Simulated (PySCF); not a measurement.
GeH6P2, SMILES [GeH2]([PH2])[PH2].

Geometry optimised at PBE-D3(BJ)/def2-SVP. This is a generated structure with no PubChem entry under its InChIKey; it may be hypothetical. One conformer was computed; it need not be the lowest.

Two levels are set side by side: TDDFT-PBE/def2-SVPD (PySCF) and TDDFT-B3LYP/def2-SVPD (PySCF). Vertical, same geometry. The lowest singlet is HOMO→LUMO 84 %, HOMO→LUMO+1 13 % with PBE and HOMO→LUMO 89 % with the other functional; states are paired by order. Differences are taken from unrounded values.

```tsv
quantity	TDDFT-B3LYP	TDDFT-PBE	TDDFT-PBE minus TDDFT-B3LYP
lowest singlet excitation (eV)	5.40	5.09	-0.31
lowest triplet excitation (TDA) (eV)	4.34	4.15	-0.20
first bright state (f over 0.05) (eV)	5.40	5.09	-0.31
its oscillator strength	0.16	0.11	-0.05
```

A lower first singlet is the usual sign of a functional without exact exchange. Differences between two approximate levels are no errors against the true value.

Rough cost on one machine, each run with all the roots and properties that it gave: TDDFT-B3LYP against TDDFT-PBE about 3 times.
